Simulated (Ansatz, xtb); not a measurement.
# Ranking isomers of AlH2O2Si

8 gas-phase structures of AlH2O2Si, found in a search over its isomers (lower ones may exist). Each was relaxed with GFN2-xTB; where two conformers were screened, the lower at r2SCAN-D4/def2-SVP is listed:

A. `O=[SiH][O][AlH]`, a doublet
B. `[OH][Al][O][SiH]`, a doublet
C. `O=[Si][AlH][OH]`, a doublet
D. a doublet given by its coordinates
E. `O[Si][O][AlH]`, a doublet
F. `[OH][Al]1[O][SiH]1`, a doublet
G. `O=[Si][O][AlH2]`, a doublet
H. a doublet given by its coordinates

H (Å):

```json
{"atom": "Al", "x (Å)": "-1.1755", "y (Å)": "1.3878", "z (Å)": "0.6423"}
{"atom": "O", "x (Å)": "-2.2134", "y (Å)": "0.2425", "z (Å)": "1.4688"}
{"atom": "O", "x (Å)": "-0.3101", "y (Å)": "0.0026", "z (Å)": "0.0063"}
{"atom": "Si", "x (Å)": "-1.3398", "y (Å)": "-1.0352", "z (Å)": "0.8264"}
{"atom": "H", "x (Å)": "-0.6332", "y (Å)": "-1.7533", "z (Å)": "1.8645"}
{"atom": "H", "x (Å)": "-2.1454", "y (Å)": "-1.8027", "z (Å)": "-0.0979"}
```

Close contacts (Å): Al1–O2 1.75, Al1–O3 1.75, Al1–Si4 2.44, O2–Si4 1.68, O3–Si4 1.68, Si4–H5 1.45, Si4–H6 1.45.

D (Å):

```yaml
atoms:
  - { symbol: Al, position_ang: [-0.1610, -1.5512, 1.5249] }
  - { symbol: O, position_ang: [-1.4392, -2.4139, 0.9040] }
  - { symbol: O, position_ang: [1.2556, -2.1795, 2.0751] }
  - { symbol: Si, position_ang: [-2.7332, -3.2099, 0.2794] }
  - { symbol: H, position_ang: [2.0892, -2.4868, 2.3992] }
  - { symbol: H, position_ang: [-0.3085, -0.0568, 1.5964] }
```

Close contacts (Å): Al1–O2 1.66, Al1–O3 1.64, O2–Si4 1.64, Al1–H6 1.50, O3–H5 0.95.

**Question.** Which do you expect lowest at r2SCAN-D4/def2-SVP, and how would the others follow?

**Answer.** Calculated order at r2SCAN-D4/def2-SVP: H (0.0), D (27.7), E (31.8), A (39.4), G (41.0), B (44.0), F (49.0), C (66.2) kcal/mol.

Energies above the lowest of each column, in kcal/mol:

```csv
structure,GFN2-xTB,HF/STO-3G,r2SCAN-D4/def2-SVP
H,10.3,0.0,0.0
D,6.1,35.6,27.7
E,30.8,41.1,31.8
A,0.0,80.9,39.4
G,4.4,45.3,41.0
B,21.6,72.0,44.0
F,23.7,79.6,49.0
C,13.1,81.4,66.2
```

r2SCAN-D4/def2-SVP puts H lowest; GFN2-xTB picks A. Some further structures that were screened fall inside this span and aren't listed. Flexible structures stand in one conformer each, not always the lowest. Frequencies (PBE0-D3(BJ)/def2-SVP) were run for H alone. Open shells are spin-unrestricted, some with notable spin contamination.

Over these structures GFN2-xTB departs from r2SCAN-D4/def2-SVP by 15.0 kcal/mol on average once a common shift is removed. A GFN2-xTB relaxation took about 0.61 s and the r2SCAN-D4/def2-SVP energy about 9 s on a shared host (Ansatz 0.2.0, xtb 6.7.1).
